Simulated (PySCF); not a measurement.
Isomers of C5H8Si, mass 96.040 u with the commonest isotopes. Method: PBE0-D3(BJ)/def2-SVP geometry optimisation, gas phase in PySCF. One conformer each, none proved a minimum here; rigid rotors.

Problem. Order these by out-of-plane moment Σ m c² = (Ia + Ib − Ic)/2, smallest first.
A. `[CH2:1]=[C:2]=[C:3]=[CH:4][CH2:5][SiH3:6]` with C3–C4–C5–Si6 102°
B. `[SiH3:1][CH2:2][CH:3]=[C:4]1[CH:5]=[CH:6]1` with Si1–C2–C3–C4 103°
C. `[CH:1]#[C:2][SiH:3]1[CH2:4][CH2:5][CH2:6]1` with C2–Si3–C4–C5 -136°, Si3–C4–C5–C6 23°, C4–C5–C6–Si3 -23°, C2–Si3–C6–C5 136°

Solution. A (15.29 u·Å²), C (22.88 u·Å²), B (24.44 u·Å²).

Problem. Order these by rotational constant C, largest first.
A. `[CH2:1]=[C:2]=[C:3]=[CH:4][CH2:5][SiH3:6]` with C3–C4–C5–Si6 102°
B. `[SiH3:1][CH2:2][CH:3]=[C:4]1[CH:5]=[CH:6]1` with Si1–C2–C3–C4 103°
C. `[CH:1]#[C:2][SiH:3]1[CH2:4][CH2:5][CH2:6]1` with C2–Si3–C4–C5 -136°, Si3–C4–C5–C6 23°, C4–C5–C6–Si3 -23°, C2–Si3–C6–C5 136°

Solution. C (1587 MHz), B (1227 MHz), A (978.2 MHz).

Problem. Order these by dipole moment, smallest first.
A. `[CH2:1]=[C:2]=[C:3]=[CH:4][CH2:5][SiH3:6]` with C3–C4–C5–Si6 102°
B. `[CH:1]#[C:2][SiH:3]1[CH2:4][CH2:5][CH2:6]1` with C2–Si3–C4–C5 -136°, Si3–C4–C5–C6 23°, C4–C5–C6–Si3 -23°, C2–Si3–C6–C5 136°
C. `[SiH3:1][CH2:2][CH:3]=[C:4]1[CH:5]=[CH:6]1` with Si1–C2–C3–C4 103°

Solution. B (0.52 D), A (0.64 D), C (2.55 D).

| SMILES | point group | Ia (u·Å²) | Ib (u·Å²) | Ic (u·Å²) | κ | μa (D) | μb (D) | μc (D) |
| --- | --- | --- | --- | --- | --- | --- | --- | --- |
| C=C=C=CC[SiH3] | C1 | 57.84 | 489.40 | 516.65 | -0.99 | 0.37 | 0.39 | 0.34 |
| C#C[SiH]1CCC1 | Cs | 70.68 | 293.55 | 318.48 | -0.95 | 0.02 | 0.00 | 0.52 |
| [SiH3]CC=C1C=C1 | C1 | 60.62 | 400.21 | 411.96 | -0.99 | 2.46 | 0.50 | 0.45 |
